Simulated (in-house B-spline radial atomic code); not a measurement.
Computed with a B-spline radial atomic code. Model: two electrons, singlet ground state, non-relativistic, full CI in B-splines with partial waves to l = 8 (at full coupling up to 3e-4 hartree above the limit, correlation up to 0.6 % small), density held at that of full coupling by Lieb maximisation.

Along the adiabatic connection the electron repulsion is scaled by a coupling λ while a local potential keeps the density fixed. At λ = 0 the system is the Kohn-Sham one and W equals the exchange energy; the exchange-correlation energy is the area under W between 0 and 1. The kinetic energy rises with λ as the electrons avoid each other, with dT/dλ = −λ dW/dλ.

Command:
```bash
python run_ac.py task.json out
```
Settings (lengths in bohr, energies in hartree):
```
potential              yukawa
strength               2.69
lmax                   8
second                 0.796
```

Cost of the run: 72 s on 1 thread of Intel(R) Xeon(R) Processor @ 2.30GHz, with other jobs on the host.

**W = mean repulsion less Hartree energy, and W of three functionals.**

Given: confinement screened point charge; nuclear charge 2.69; screening of the nucleus 0.796 1/bohr; external potential -Z exp(-k r)/r.

Computed: LDA exchange minus exact 177.86 millihartree; SCAN exchange minus exact -10.411 millihartree.

```tsv
coupling	W xc (hartree)	W xc minus exchange (millihartree)	kinetic minus Kohn-Sham (millihartree)	LDA (PW92) W minus its exchange (millihartree)	PBE W minus its exchange (millihartree)	SCAN W minus its exchange (millihartree)
0	-1.3145	0	0	0	0	0
0.02	-1.3164	-1.971	0.02	-12.43	-1.7	-1.81
0.05	-1.3194	-4.901	0.12	-25.61	-4.28	-4.48
0.12	-1.3261	-11.619	0.69	-49.43	-10.35	-10.51
0.25	-1.3381	-23.664	2.91	-83.14	-21.55	-21.16
0.4	-1.3514	-36.907	7.21	-113.93	-34.16	-32.73
0.6	-1.368	-53.554	15.51	-147.6	-50.31	-47.14
0.8	-1.3836	-69.141	26.41	-175.93	-65.63	-60.57
1	?	?	?	?	?	?
1.4	-1.4249	-110.42	71.44	-242.32	-106.91	-96.15
2	?	?	?	?	?	?
3	-1.5058	-191.35	244.81	-355.31	-190.82	-167.53
4.5	-1.5573	-242.84	435.73	-423.25	-247.19	-215.27
7	-1.6146	-300.18	759.88	-499.83	-314.31	-271.46
10	-1.6585	-344.01	1127.7	-561.2	-370.06	-316.7
```

(1) What belongs in the row 1?

(2) What belongs in the row 2?

(3) What is the PBE exchange minus exact?

**Energy parts, natural occupations and partial-wave weights.**

Computed: total energy -2.3593 hartree; exchange energy -1.3145 hartree; correlation energy -0.044209 hartree; initial slope twice GL2 -0.098905 hartree; Hartree energy 2.6289 hartree; Kohn-Sham kinetic 4.8581 hartree; Lieb Oxford ratio E_xc over LDA exchange 1.1954.

| natural | occupation of the shell (electrons) |
| --- | --- |
| s | 1.9889 |
| s | ? |
| p | 0.0046362 |
| d | 0.00021283 |
| p | 0.00017958 |
| s | 0.00011361 |

(4) What belongs in the row s?

| wave | weight |
| --- | --- |
| s | 0.99744 |
| p | 0.0024173 |
| d | 0.00012051 |
| f | ? |
| g | 3.9148e-06 |

(5) What belongs in the row f?

(6) What is the kinetic part of the DFT correlation energy?

(7) What is the kinetic part over minus potential part?

## Answers

(1) W xc (hartree): -1.3982; W xc minus exchange (millihartree): -83.761; kinetic minus Kohn-Sham (millihartree): 39.55; LDA (PW92) W minus its exchange (millihartree): -200.6; PBE W minus its exchange (millihartree): -80.14; SCAN W minus its exchange (millihartree): -73.15.

(2) W xc (hartree): -1.4594; W xc minus exchange (millihartree): -144.97; kinetic minus Kohn-Sham (millihartree): 129.86; LDA (PW92) W minus its exchange (millihartree): -292.26; PBE W minus its exchange (millihartree): -142.19; SCAN W minus its exchange (millihartree): -126.22.

(3) 8.174 millihartree.

(4) occupation of the shell (electrons): 0.0058852.

(5) weight: 1.6931e-05.

(6) 0.039552 hartree.

(7) 0.4722.

Half-way to full coupling W has made 54 % of its drop, against 50 % for a straight line, and second-order (GL2) theory, half the initial slope, overshoots the correlation energy by about 12 %: a moderate bend, as in light atoms. Over couplings 0 to 1 the errors in E_xc come to about +99 millihartree for LDA, +11 millihartree for PBE, -5.1 millihartree for SCAN, so SCAN is nearest. In LDA and SCAN the errors of exchange and correlation have opposite signs, so the sum is smaller than the larger of the two.
